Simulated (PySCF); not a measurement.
C$_{4}$H$_{9}$ (SMILES [CH2-]CCC), charge -1, singlet, geometry from GFN2-xTB (in this run its highest filled SCF level lies above zero, so its values depend strongly on the basis, on diffuse functions most of all). Base run: PySCF with PBE/STO-3G.

PySCF was given this input:
```python
from pyscf import gto, scf, dft

mol = gto.Mole()
mol.atom = '''
    C     0.829510    1.915796   -0.015732
    C     0.742410    0.401183   -0.007432
    C    -0.678388   -0.249852    0.006200
    C    -0.659896   -1.778116    0.013801
    H    -1.670383   -2.200601    0.023291
    H     0.231848    2.281219    0.875870
    H     0.218913    2.272219   -0.902196
    H    -0.130482   -2.145303    0.893931
    H    -0.143316   -2.154232   -0.870177
    H     1.262612   -0.001503   -0.894548
    H     1.275493    0.007459    0.876054
    H    -1.229672    0.098869   -0.874319
    H    -1.216828    0.107805    0.891071
'''
mol.basis = 'sto-3g'
mol.charge = -1
mol.spin = 0
mol.verbose = 4
mol.build()

mf = dft.RKS(mol)
mf.xc = 'pbe'
mf.kernel()
```

Each row names what was changed in the base input (with any setting that the change needs).

```
change                                                                            ΔE vs base (µEh)  SCF cycles        outcome
--------------------------------------------------------------------------------  ----------------  ----------  -------------
base                                                                                           0.0           9      converged
level_shift = 1.0 (with mf.max_cycle = 100)                                                    0.0          44      converged
DIIS = ADIIS                                                                                   0.0          15      converged
init_guess = 1e                                                                                0.0          13      converged
level_shift = 0.1 (with mf.max_cycle = 100)                                                    0.0           9      converged
DIIS = EDIIS                                                                                     -          50  not converged
level_shift = 0.3 (with mf.max_cycle = 100)                                                    0.0          12      converged
conv_tol_grad = 1e-3                                                                           0.0           9      converged
diis_space = 20                                                                                0.0           9      converged
diis = off; damp = 0.6 (with mf.diis_start_cycle = 200; with mf.max_cycle = 150)               0.0          15      converged
init_guess = mod_huckel                                                                        0.0          11      converged
diis = off (with mf.max_cycle = 100)                                                             -         100  not converged
conv_tol = 1e-4                                                                                6.5           6      converged
```
